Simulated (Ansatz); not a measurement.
`Cl[SiH](Cl)C[CH2][GeH3]` → `Cl[Si]Cl` + `C[CH2][GeH3]` at 500 K and 1 bar (silylene formation by 1,1-elimination).

Calculated with Ansatz (gas phase, PBE0-D4/def2-TZVP geometries, no zero-point term in ΔE). CBS: MP2 limit from def2 TZ/QZ plus the TZ coupled-cluster correction, frozen cores. This one scheme is used for every species. For Ge outer-core shells are correlated without core-valence functions, which leaves a few kJ/mol of doubt a bond. Scalar relativity is left out up to krypton. One conformer a species, not always the lowest.

```
                  species  CCSD(T)/CBS energy (Eh)  H − E (kJ/mol)  S (J/(mol·K))
`Cl[SiH](Cl)C[CH2][GeH3]`              -3365.77660           303.8          517.6
               `Cl[Si]Cl`              -1208.69388            30.7          309.5
           `C[CH2][GeH3]`              -2157.02491           271.4          367.3
```

H − E and S are ideal-gas, rigid-rotor, harmonic terms from PBE0-D4/def2-TZVP, for one conformer and one mirror image of each species. 1 Eh = 2625.50 kJ/mol, R = 8.31446 J/(mol·K).

By hand: ΔE, ΔH, ΔS and ΔG.

ΔE = (-1208.69388) + (-2157.02491) − (-3365.77660) = 0.05781 Eh = 151.8 kJ/mol. Δ(H − E) = 30.7 + 271.4 − 303.8 = -1.7, so ΔH = 150.1 kJ/mol. ΔS = 309.5 + 367.3 − 517.6 = 159.2 J/(mol·K). ΔG = 150.1 − 500 × (159.2)/1000 = 70.5 kJ/mol.

By hand: the equilibrium constant, and the temperature at which ΔG would vanish if ΔH and ΔS stayed fixed.

log₁₀ K = −ΔG/(RT ln 10) = -7.4. ΔG = 0 at ΔH/ΔS = 943 K.

The number of gas molecules changes by +1, which sets the sign of ΔS. A doubt of 5 kJ/mol in ΔE shifts log₁₀ K by 0.5 here. Other conformers and mirror images would add mixing entropy, several J/(mol·K) or more a flexible species. Modes under 60 cm⁻¹, often nearly free rotors, make the harmonic entropy too high. These are equilibria of isolated gas molecules and say nothing of rates. Largest T1 diagnostic: 0.013 (customary marks: 0.02 for closed shells, 0.045 for open ones).
